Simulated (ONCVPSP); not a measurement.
**F, ONCV: configuration errors across variants**

F, optimised norm-conserving Vanderbilt (ONCV), made with ONCVPSP 4.0.1 (PBEsol, scalar-relativistic). Core none, reference 1s2 2s2 2p5. Waves: 1s+2s: rc 0.40 bohr, ncon 4, nbas 7, qcut 23.8 1/bohr, 3 projectors, debl 1.2 Ha; 2p: rc 1.40 bohr, ncon 3, nbas 7, qcut 10.6 1/bohr, 2 projectors, debl 1.1 Ha. Local part: polynomial inside 0.30 bohr (lpopt 5, dvloc0 0 Ha). Core correction: none.

All-electron excitation energies from the reference (eV): (1) 1s2 2s2 2p4 19.317; (2) 1s2 2s2 2p3 57.595; (3) 1s2 2s2 2p2 118.084.

2 further variants failed, have other tests or another functional or relativity, and are left out.

Errors AE − PS in meV (a dash: test not solved or not reliable):

| change | (1) | (2) | (3) | bound ghosts | GHOST(+) flags above zero |
| --- | --- | --- | --- | --- | --- |
| base | +29 | +230 | +871 | none | s |
| p: rc 1.52 | +37 | +286 | +1061 | none | s |
| local potential polynomial inside 0.35 bohr (lpopt 5, dvloc0 6 Ha) | +29 | +226 | +857 | none | s |
| local potential polynomial inside 0.30 bohr (lpopt 5, dvloc0 7 Ha) | +29 | +227 | +860 | none | s |
| p: ncon 4, nbas 8 | +26 | +210 | +800 | none | s |
| all radii scaled by about 1.04 (s 0.42, p 1.46 bohr); local potential polynomial inside 0.32 bohr (lpopt 5, dvloc0 0 Ha) | +32 | +256 | +958 | none | s |

Give the same row for: p: nproj 1.

+16, +170, +748; bound ghosts: none; GHOST(+) flags above zero: s.
